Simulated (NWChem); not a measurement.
# BF

```xyz
2

B      0.0000     0.0000    -0.8151
F      0.0000     0.0000     0.4596
```
Atoms are numbered in this order, from 1.

Program: NWChem. The geometry was optimised at PBE-D3(BJ)/def2-SVP. B3LYP is NWChem's, with the RPA form of VWN correlation. Field at 589 nm.

Problem. Predict the results for B3LYP/def2-TZVPD. Quantities: isotropic polarisability (bohr³); anisotropy (bohr³).

Solution. 
```
Property                          Value
--------------------------------  -----
isotropic polarisability (bohr³)   22.1
anisotropy (bohr³)                  3.4
```
